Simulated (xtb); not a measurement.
ClH₃Si₂, SMILES [Si]([SiH3])Cl (connectivity only; charge and spin as stated), neutral, multiplicity 1. All values are semi-empirical tight-binding results from xtb (GFN2-xTB unless named), good for trends rather than for accurate numbers. Geometry optimised at GFN2-xTB.

**Question.** Estimate the properties. (The exact figures need the calculation; the answer reports its results.)

**Answer.** 
```json
{
  "orbital_gap": "1.69 eV",
  "dipole_moment": "0.35 D",
  "zero_point_energy": "15.4 kcal/mol",
  "G − E(el) at 298.15 K (modified RRHO)": "-3.4 kcal/mol",
  "static polarisability (D4 model)": "76.5 bohr³",
  "solvation energy, GFN2-xTB/ALPB(water)": "-0.4 kcal/mol",
  "solvation energy, GFN2-xTB/ALPB(dmso)": "-2.6 kcal/mol"
}
```
